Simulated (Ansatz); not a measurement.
Consider the formal exchange of groups at a C–Si bond: `BCC[SiH3]` + `CCl` → `BCCCCl` + SiH₄.

Computed with Ansatz on PBE0-D4/def2-TZVP structures; ΔE is electronic, products minus reactants. CCSD(T)/CBS adds triple-zeta CCSD(T) − MP2 to the extrapolated MP2 energy (def2 sets, frozen cores). This one scheme is used for every species. DFT in def2-TZVPP. Each species was taken in one conformer, which may not be the lowest.

`BCC[SiH3]`:

```xyz
13

B    -1.302   -0.417   -1.620
C    -0.785    0.527   -0.513
C     0.293   -0.455    0.041
Si    1.226    0.316    1.478
H    -2.151   -1.227   -1.375
H    -0.763   -0.445   -2.690
H    -1.496    0.770    0.278
H    -0.300    1.444   -0.855
H    -0.161   -1.389    0.389
H     1.020   -0.726   -0.733
H     0.270    0.651    2.567
H     1.891    1.566    1.024
H     2.258   -0.615    2.011
```

`CCl`:

Z-matrix (Å, degrees):
```
C
Cl 1 1.773
H 1 1.088 2 108.6
H 1 1.087 2 108.7 3 -120.0
H 1 1.088 2 108.7 3 120.0
```

`BCCCCl`:

Cartesian coordinates in Å:
```
B 0.761 -1.935 0.575
C 0.633 -0.408 0.372
C -0.708 0.153 -0.073
C -0.674 1.614 -0.459
Cl 0.363 1.903 -1.889
H -0.032 -2.694 0.092
H 1.701 -2.387 1.163
H 1.051 0.162 1.211
H 1.375 -0.248 -0.438
H -1.100 -0.432 -0.910
H -1.438 0.057 0.739
H -0.268 2.233 0.342
H -1.664 1.983 -0.724
```

SiH₄:

```xyz
5

Si    0.000    0.000    0.000
H     1.454    0.228   -0.196
H    -0.480    0.823    1.138
H    -0.241   -1.436    0.291
H    -0.732    0.385   -1.233
```

```tsv
level	ΔE (kJ/mol)
B2PLYP	17.1
SCS-MP2/def2-TZVPP	15.7
HF/def2-QZVPP	10.5
HF/CBS(def2)	10.5
```

Q: What does CCSD(T)/CBS give? (Estimate.)

A: Ansatz gave: +17.2 kJ/mol. The listed levels differ from it by -0.1, -1.5, -6.7, -6.7 kJ/mol.

Largest T1 diagnostic among the species: 0.011.

In def2-TZVPP, CCSD(T) changes the Hartree–Fock value by +5.8 kJ/mol (the triples alone add +0.8 kJ/mol) and MP2 by +8.4 kJ/mol.
